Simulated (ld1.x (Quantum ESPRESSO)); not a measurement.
**phosphorus (P): ultrasoft pseudisation with PBEsol, scalar-relativistic reference atom.**

```json
{
 "Element": "phosphorus",
 "Generator": "ld1.x (Quantum ESPRESSO) 7.5",
 "Type": "ultrasoft",
 "Functional": "PBEsol",
 "Relativity": "scalar-relativistic",
 "Frozen core": "[Ne]",
 "Valence charge": "5",
 "Reference configuration": "3s2 3p3",
 "Partial waves": "3s (bound): rcut 1.15, rcutus 1.30 bohr; 3s channel at -0.7 Ry: rcut 1.15, rcutus 1.30 bohr; 3p (bound): rcut 1.95, rcutus 2.30 bohr; 3p channel at 4.85 Ry: rcut 1.95, rcutus 2.30 bohr",
 "Local potential": "all-electron potential smoothed inside 1.35 bohr (lloc = -2)",
 "Core correction": "a·sin(br)/r model core inside 1.35 bohr",
 "Augmentation charge": "PSQ, inside the norm-conserving radii"
}
```

All-electron outer shells of the reference configuration (PBEsol, scalar-relativistic, ld1.x):

| shell | level (eV) | outermost node (bohr) | outermost maximum (bohr) |
| --- | --- | --- | --- |
| 2s | -173.57 | 0.14 | 0.42 |
| 2p | -124.33 | – | 0.36 |
| 3s | -13.92 | 0.66 | 1.58 |
| 3p | -5.48 | 0.64 | 1.83 |

What the tests gave:

```json
{
 "Cutoffs needed": "18 Ry and 30 Ry (the cutoffs (Ry, on a coarse ladder) from which the occupation-weighted sum of valence levels, in a spherical-Bessel basis at the reference potential, stays within 10 and 1 mRy of its value at 400 Ry)",
 "Ghost test": "no extra level below or beside the all-electron valence levels (s, p, d, f tested) (spherical-Bessel basis up to 400 Ry, 20 bohr box)",
 "Configuration tests": "test run stopped at test 5 of 7 (negative rho)",
 "Lowest eigenvalue of the overlap operator": "0.61 (s channel)",
 "Density cutoff estimated by the generator": "142 Ry"
}
```

Generation and tests took about 1.2 s on one core of a shared server CPU.
